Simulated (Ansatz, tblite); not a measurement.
Forces on the cluster Ge₃Sb₂⁻ at its r2SCAN-D4/def2-SVPD geometry. Charge -1, multiplicity 2.

In the def2 sets Sb takes a core potential; there is no spin–orbit coupling. The xTB rows come from tblite. Another isomer (doublet) lies 1.08 eV lower at PBE0-D4/def2-TZVPD; other spin states weren't run for this one.

GFN1-xTB (tblite), largest force 1.73 eV/Å:

```xyz
5
positions Å, forces eV/Å
Sb   -1.017   -1.065    1.552    0.750    0.974   -1.159
Sb   -2.141    1.312    0.756    1.283   -0.985   -0.405
Ge   -0.068    0.878   -0.698   -0.068   -0.435    0.480
Ge    1.325   -1.316    0.105   -0.767    0.680   -0.141
Ge    1.902    0.191   -1.716   -1.198   -0.233    1.225
```

PBE-D4/def2-TZVPD (Ansatz), largest force 0.34 eV/Å:

```
Sb -0.056 -0.081 0.094
Sb -0.166 0.073 0.092
Ge -0.080 0.171 -0.094
Ge 0.068 -0.218 0.150
Ge 0.234 0.055 -0.243
```
